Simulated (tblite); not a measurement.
**Question.** What does the GFN2-xTB structure of InChI=1S/C9H14O/c1-6(10)9-5-7-2-3-8(9)4-7/h7-9H,2-5H2,1H3/t7-,8+,9-/m0/s1 look like in three dimensions?

**Answer.** 
```xyz
24
C9H14O angstrom
C      3.1519   -0.2321    0.1917
C      1.8761    0.4022    0.6931
O      1.8698    1.4042    1.3617
C      0.6197   -0.3311    0.2704
C      0.2554    0.0522   -1.1900
C     -1.1750    0.5820   -1.0572
C     -2.1005   -0.5933   -0.7175
C     -1.7412   -0.9130    0.7486
C     -0.6303    0.0954    1.0562
C     -1.1022    1.3217    0.2768
H      3.9766    0.4727    0.2556
H      3.3801   -1.0902    0.8227
H      3.0342   -0.5841   -0.8296
H      0.8008   -1.4050    0.3600
H      0.9164    0.8380   -1.5613
H      0.3222   -0.7986   -1.8675
H     -1.5015    1.1624   -1.9191
H     -1.9335   -1.4423   -1.3800
H     -3.1453   -0.2968   -0.8119
H     -2.5945   -0.7505    1.4072
H     -1.4083   -1.9423    0.8804
H     -0.4374    0.2454    2.1166
H     -0.3767    2.1313    0.2859
H     -2.0684    1.6916    0.6147
```

Orientation and origin are arbitrary. Atoms count from 1 in this order. Of the pairs four or more bonds apart, O3···H23 is among the closest relative to their van der Waals radii: 2.59 Å, 95 % of the sum of Bondi's values. The 5-membered ring C4–C5–C6–C10–C9 has internal angles of 94.1° to 102.9° (sum 504°, against 540° for a flat polygon); it is puckered, 0.26 Å rms from its mean plane, widest ring torsion 57°. The 10 C–C bonds span 1.510 Å (C1–C2, drawn single) to 1.553 Å (C4–C5, drawn single), a spread of 0.043 Å. The 5-membered ring C6–C7–C8–C9–C10 has internal angles of 94.1° to 103.2°; it is puckered, 0.26 Å rms from its mean plane, widest ring torsion 56°.

Bonds between heavy atoms (Å): C1–C2 1.510, C2=O3 1.205, C2–C4 1.515, C4–C5 1.553, C5–C6 1.531, C6–C7 1.534, C7–C8 1.543, C8–C9 1.531, C9–C10 1.528, C4–C9 1.537, C6–C10 1.527.

The geometry is computed with GFN2-xTB (gas phase).

Point group: C1 (no symmetry element, even within 0.4 Å). Its GFN2-xTB frequencies are all real (lowest 47 cm⁻¹). One conformer, not necessarily the lowest (C1–C2–C4–C5 -80°). 3 starts were optimised and ended at 0.00, 0.02 and 1.90 kcal/mol (GFN2-xTB); the lowest of these is shown.

Hardware: Arm Neoverse V1, one thread, shared host. Cost: 0.92 s of wall time. This is the geometry optimisation.
